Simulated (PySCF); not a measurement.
# Highest orbital energy against ionisation energy along the 5p block

Calculated with PySCF 2.14, no spin-orbit coupling. Each cell gives −ε(HOMO) / ΔSCF in eV; NIST values include spin-orbit coupling, (s) semi-empirical, (t) theoretical.

```
                              species              UHF              LDA              PBE             PBE0           r2SCAN  NIST (lowest levels)
In²⁺ (aug-cc-pVTZ-DK3, spin-free X2C)  26.772 / 26.622  24.519 / 28.948  24.117 / 28.540  24.954 / 28.189  24.339 / 28.209                28.044
Sn²⁺ (aug-cc-pVTZ-DK3, spin-free X2C)  28.780 / 28.528  26.508 / 31.151  26.065 / 30.673  26.977 / 30.332  26.232 / 30.294                30.506
Sb²⁺ (aug-cc-pVTZ-DK3, spin-free X2C)  24.430 / 24.141  20.582 / 24.939  20.483 / 24.701  21.646 / 24.740  20.855 / 24.854                25.323
Te²⁺ (aug-cc-pVTZ-DK3, spin-free X2C)  27.336 / 26.960  23.059 / 27.719  22.967 / 27.483  24.255 / 27.554  23.396 / 27.675          27.84 ± 0.04
 I²⁺ (aug-cc-pVTZ-DK3, spin-free X2C)  30.322 / 29.868  25.555 / 30.509  25.483 / 30.298  26.907 / 30.416  25.992 / 30.567         29.57 ± 0.025
Xe²⁺ (aug-cc-pVTZ-DK3, spin-free X2C)  30.028 / 29.356  25.892 / 30.829  25.709 / 30.480  27.064 / 30.502  26.028 / 30.487      31.05 ± 0.04 (s)
```

Q: How far is −ε(HOMO) from ΔSCF on average for each method, and why?

A: UHF 0.37 eV; LDA -4.66 eV; PBE -4.56 eV; PBE0 -3.32 eV; r2SCAN -4.21 eV. Hartree-Fock orbital energies lack relaxation and so exceed the ΔSCF value; semilocal functionals have convex E(N) from self-interaction, so their HOMO lies far too high; exact exchange moves hybrids part of the way back.
